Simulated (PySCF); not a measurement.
## Spinor energies of Nb²⁶⁺ (niobium, charge +26)

Start: [Ne] 3s2 3p3; 3p1/2 filled at m_j = -1/2, +1/2; 3p3/2 filled at m_j = +3/2. Calculated with PySCF 2.14 in an even-tempered Gaussian basis (19 s from 3.7 bohr⁻², ratio 2.4; 13 p from 4.8 bohr⁻², ratio 2.4; 5 d from 19 bohr⁻², ratio 2.6; 4 f from 28 bohr⁻², ratio 2.6): generalised Hartree-Fock with the X2C-1e Hamiltonian and a Gaussian nucleus; one run each with spin-orbit coupling (SO) switched off, then screened by Boettger's factors.

| spinor shell | electrons | ε, spin-free (eV) | ε, screened SO (eV) | weight of nominal j (screened SO) | rms radius, screened SO (bohr) |
| --- | --- | --- | --- | --- | --- |
| 1s1/2 | 2 | -20329.0 | -20327.0 | 1.000 | 0.0415 |
| 2s1/2 | 2 | -3937.3 | -3936.4 | 1.000 | 0.168 |
| 2p1/2 | 2 | -3644.1 | -3714.0 | 0.999 | 0.146 |
| 3s1/2 | 2 | -1450.9 | -1450.5 | 1.000 | 0.416 |
| 3p1/2 | 2 | -1369.7 | -1376.6 | 0.934 | 0.404 |
| 3p3/2 | 1 | -1369.7 | -1358.6 | 1.000 | 0.410 |

Task: Where does 2p3/2 lie, and what is the 2p spin-orbit splitting (screened SO)?

Result: At -3610.1 eV, 103.97 eV above 2p1/2.

```tsv
quantity	spin-free	screened SO
E (hartree)	-3355.60714	-3356.38936
M_J	3/2	3/2
⟨J²⟩	3.750	3.759
⟨L²⟩	0.000	1.286
⟨S²⟩	3.750	2.348
```

Each row is a mean over spinors that exchange with the open shell spreads, by up to 26.970 eV (3s1/2).

Breit and QED terms are absent; they matter most for the inner s and p1/2 levels.

Densities and radii are taken from the X2C orbitals without a picture-change correction, which distorts them close to the nucleus.

Without spin-orbit coupling the j labels of p, d and f shells carry no meaning; the spin-free column gives the mean over the occupied spinors of each nl shell.
